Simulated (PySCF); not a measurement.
## [TcO3]-: from structure and modes to constants

Level of theory: PBE0/[Tc def2-SVPD with ECP28, O def2-SVPD], scalar-relativistic core potentials, density fitting, no spin–orbit coupling, PySCF.

The singlet minimum has D3h symmetry. Masses (u): Tc 98.90722, O 15.99492.

```xyz
4
charge -1 multiplicity 1, angstrom
Tc    0.0000    0.0000    0.0000
O     1.7042    0.0000    0.0000
O    -0.8521    1.4759    0.0000
O    -0.8521   -1.4759    0.0000
```

Harmonic wavenumbers (cm⁻¹): 101.3 (a2'', ×1), 312.8 (e', ×2), 951.0 (e', ×2), 968.5 (a1', ×1).

Problem. What is the harmonic zero-point energy?

Solution. Half the sum of all 6 wavenumbers, 3597/2 = 1799 cm⁻¹, which is 21.5 kJ/mol (1 cm⁻¹ = 0.0119627 kJ/mol).

Problem. Find the vibrational entropy and heat capacity at 298.15 K.

Solution. With u = 1.43878 ω/T, each mode gives S = R[u/(eᵘ−1) − ln(1−e⁻ᵘ)] and C = R u² eᵘ/(eᵘ−1)².
```json
{"ω (cm⁻¹)": "101.3", "u": "0.489", "S (J/(mol K))": "14.35", "C (J/(mol K))": "8.15"}
{"ω (cm⁻¹)": "312.8 (×2)", "u": "1.510", "S (J/(mol K))": "5.64", "C (J/(mol K))": "6.90"}
{"ω (cm⁻¹)": "951.0 (×2)", "u": "4.589", "S (J/(mol K))": "0.48", "C (J/(mol K))": "1.82"}
{"ω (cm⁻¹)": "968.5", "u": "4.674", "S (J/(mol K))": "0.44", "C (J/(mol K))": "1.73"}
```
The sums over all modes are S = 27.0 and C = 27.3 J/(mol K); the softest mode gives 53 % of the entropy (each member, where degenerate).

Problem. Give the standard entropy (298.15 K, 1 bar) by its translational, rotational, vibrational and spin parts, and Cp.

Solution. Sackur–Tetrode with M = 146.89 u gives 171.1; rotation with symmetry number 6 gives 89.4; vibration 27.0; spin R ln 1 = 0.0. The total is 287.5 J/(mol K), and Cp = 4 R + 27.3 = 60.6 J/(mol K).

This need not be the most stable arrangement of these atoms. The lowest empty level of this anion is unbound, so it and the gap depend on the basis.
